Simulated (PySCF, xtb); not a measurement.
C5H5FO, SMILES C1O[C@@](C1)(F)C#C.

Harmonic wavenumbers (cm⁻¹) from GFN2-xTB in xtb at its own minimum, in rising order: 90, 150, 164, 342, 431, 474, 502, 616, 672, 680, 795, 881, 895, 1019, 1046, 1064, 1100, 1115, 1151, 1193, 1228, 1257, 1435, 1472, 2278, 2956, 2974, 3040, 3046, 3391.

Problem. What does PySCF with ωB97X-D3(BJ)/def2-SVP give at its own minimum? (An estimate is asked for; the answer gives what the named calculation found.)

Solution. 80, 181, 196, 382, 475, 537, 573, 658, 757, 761, 788, 908, 958, 1007, 1073, 1149, 1174, 1199, 1211, 1263, 1314, 1371, 1459, 1524, 2281, 3092, 3138, 3156, 3216, 3483. Paired by order, the mean absolute difference is 65 cm⁻¹ and the zero-point energies are 53.5 and 56.3 kcal/mol.
